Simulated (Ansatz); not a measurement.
A barrier at the coupled-cluster level

Start structure (GaNH6, singlet), relaxed at PBE0-D4/def2-TZVP:

| atom | x (Å) | y (Å) | z (Å) |
| --- | --- | --- | --- |
| Ga1 | -0.7625 | 0.2466 | -0.7887 |
| H2 | -0.1257 | -0.5690 | -1.9847 |
| H3 | -0.5906 | 1.8187 | -0.7888 |
| H4 | -2.0358 | -0.3600 | -0.0727 |
| H5 | 1.6168 | 0.0937 | 0.4405 |
| N6 | 0.6965 | -0.2252 | 0.7204 |
| H7 | 0.7411 | -1.2258 | 0.8748 |
| H8 | 0.4600 | 0.2210 | 1.5990 |

The step: GaH₃ + NH₃ → GaNH₄ ([NH2][GaH2]) + H₂; bonds formed: H2–H5; dative contacts that become bonds: Ga1–N6; bonds broken: Ga1–H2, H5–N6. Computed with Ansatz 0.2.0 (basis: def2-TZVPP and def2-QZVPP); correlated methods freeze the cores. Filled d shells of the heavier atoms are correlated. The def2 sets are not built for correlating such inner shells, so the correlated values are less sure here. Extrapolation: Hartree–Fock as exp(−7.88 √X), correlation as X^−2.97. Energies below are by CCSD(T) at an estimated basis limit (MP2 extrapolated from triple and quadruple zeta, plus CCSD(T) − MP2 in triple zeta).

(1) What are the electronic barrier and the energy of the step, from the start structure to the end structure? (To be estimated.)

The T1 diagnostic stays at or below 0.014.

Results:

(1) By the calculation: Barrier 162.1 kJ/mol; step energy 56.4 kJ/mol (uphill); reverse barrier, their difference, 105.7 kJ/mol. Barrier and step energy count from the start structure, the reverse barrier from the end structure.

The saddle point: One imaginary mode of 1327i cm⁻¹.
| pair | start (Å) | saddle (Å) | end (Å) |
| --- | --- | --- | --- |
| Ga1–N6 | 2.15 | 1.98 | 1.81 |
| H2–H5 | 3.06 | 0.99 | 0.75 |
| Ga1–H2 | 1.58 | 1.87 | 3.12 |
| H5–N6 | 1.01 | 1.43 | 3.34 |

Zero-point energy (harmonic, PBE0-D4): ZPE is 154.3 kJ/mol at the start and 139.2 kJ/mol at the saddle, so the barrier goes from 162.1 to 147.0 kJ/mol.

First-order rate constant out of the start structure at 898 K by transition-state theory, with harmonic vibrational free energies alone and no tunnelling: ΔA‡ = 159.6 kJ/mol, so k = (kB T/h) exp(−ΔA‡/kB T) ≈ 10^4 s⁻¹ (an order of magnitude at best: rotation, the number of equivalent paths and anharmonicity are left out).

The step is the kind of exchange with an N–H group that builds nitride films in atomic layer and chemical vapour deposition.

Labels in which every atom is bracketed show which atoms are joined, not bond orders.

For scale, one of the runs: CCSD(T)/def2-TZVPP, 163 basis functions, launched by `ansatz run in.yaml --threads 2 --pin off --events-out ev --progress --plain --max-ram 4352MiB`. The run took 17 s on 2 CPU threads of an Intel Xeon Platinum 8488C (shared host), with 1.3 GiB of host memory at its peak.
